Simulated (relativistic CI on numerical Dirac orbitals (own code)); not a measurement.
**Electric-dipole transitions in Sm XIII**

Computed by Dirac-Coulomb-Breit CI, KLI orbitals optimised for each configuration, model QED (radiative potential, 1s self-energy scaled to tabulated hydrogen-like ionisation energies), unscaled Slater integrals (own radial code, finite nucleus).

CI space (outside the closed core [Kr] 4d10): 4f²5s², 4f⁴, 4f³5s, 4f5s²5p, 4f²5s5p, 4f³5p, 4f5s5p², 4f²5s5d, 5s²5p5d, 4f5s²5d, 4f³5d, 5s²5p², 5s5p³, 5s5p²5d, 4f²5p², 4f5p³, 4f5p²5d, 5s²5d², 5s5p5d², 5s5d³, 4f²5d², 4f5p5d², 4f5d³. Double excitations out of closed p, d and f shells are left out; levels of such configurations are missing from the list, as are those of other unlisted configurations, and high levels can miss mixing partners.

| λ vac (nm) | Lower | Upper | A (s⁻¹) | log gf | S velocity/length |
| --- | --- | --- | --- | --- | --- |
| 47.401 | 4f²5s² ³H6 [3] | 4f²5s5p ³H°6 [174] | 2.45e+08 | -0.97 | 0.97 |
| 54.500 | 4f²5s² ³H4 [1] | 4f²5s5p ³I°5 [116] | 1.28e+08 | -1.20 | 0.95 |
| 55.048 | 4f²5s² ³H6 [3] | 4f²5s5p ³I°6 [127] | 5.12e+08 | -0.52 | 0.83 |
| 55.101 | 4f²5s² ¹I6 [9] | 4f²5s5p ³K°6 [180] | 6.57e+08 | -0.41 | 0.89 |
| 55.369 | 4f²5s² ³F2 [4] | 4f²5s5p ³G°3 [126] | 2.58e+08 | -1.08 | 0.91 |
| 55.798 | 4f²5s² ¹I6 [9] | 4f²5s5p ³H°6 [174] | 2.67e+08 | -0.79 | 0.86 |
| 55.867 | 4f²5s² ³H5 [2] | 4f²5s5p ³I°5 [116] | 2.95e+08 | -0.82 | 0.86 |
| 55.908 | 4f²5s² ³H6 [3] | 4f²5s5p ³G°5 [121] | 2.96e+08 | -0.82 | 0.69 |
| 56.920 | 4f²5s² ³F4 [6] | 4f²5s5p ³F°4 [122] | 2.57e+08 | -0.95 | 0.82 |
| 57.421 | 4f²5s² ³F4 [7] | 4f²5s5p ³H°5 [130] | 3.88e+08 | -0.68 | 0.80 |
| 58.358 | 4f²5s² ³H4 [1] | 4f²5s5p ³H°5 [103] | 2.73e+08 | -0.81 | 0.88 |
| 58.588 | 4f²5s² ³H5 [2] | 4f²5s5p ³H°6 [106] | 2.78e+08 | -0.73 | 0.84 |
| 59.049 | 4f²5s² ³H4 [1] | 4f²5s5p ⁵H°4 [100] | 2.37e+08 | -0.95 | 0.89 |
| 59.519 | 4f²5s² ¹I6 [9] | 4f²5s5p ³I°7 [151] | 3.05e+08 | -0.61 | 0.79 |
| 59.832 | 4f²5s² ³H6 [3] | 4f²5s5p ⁵H°7 [107] | 3.29e+08 | -0.58 | 0.78 |
| 59.928 | 4f²5s² ³H5 [2] | 4f²5s5p ³H°5 [103] | 1.56e+08 | -1.03 | 0.92 |
| 59.957 | 4f²5s² ¹I6 [9] | 4f²5s5p ³I°5 [150] | 2.32e+08 | -0.86 | 0.68 |
| 60.058 | 4f²5s² ³H4 [1] | 4f²5s5p ⁵H°3 [99] | 2.60e+08 | -1.01 | 0.75 |
| 60.195 | 4f²5s² ³H6 [3] | 4f²5s5p ³H°6 [106] | 1.32e+08 | -1.03 | 0.92 |
| 60.195 | 4f²5s² ³F4 [6] | 4f²5s5p ⁵G°5 [111] | 2.01e+08 | -0.92 | 0.87 |

Terms are leading LS components. Brackets give the number of a level in order of energy, since labels repeat. The list gives strong lines, with weight on those to low levels, among the lowest 200 of 3118 levels, so that lines to higher ones, which can be the strongest, are missing. Levels whose partners in the same complex of configurations lie outside the list can be far off, and so can their lines. Rates are taken at the computed energies, electric ones in the length gauge. A velocity-to-length ratio far from 1 marks an uncertain rate.

At this charge transitions that keep the count of f electrons are usually good to a few per cent. Terms inside the open d or f shell come out 10 to 20 % too wide with unscaled integrals. Levels and lines within the n = 5 or 6 shells can be off by up to 10 % or somewhat more, and those that change n by about 2 %, since core polarisation is missing. Levels that differ in their count of f electrons can be misplaced by several ten thousand cm⁻¹, since the correlation energy of f electrons is missing or only estimated; rates across such gaps can be off by orders of magnitude.

LS names give the leading component of a level, which can be under half, so a name can repeat, a term be missing and a line seem to break the LS rules.
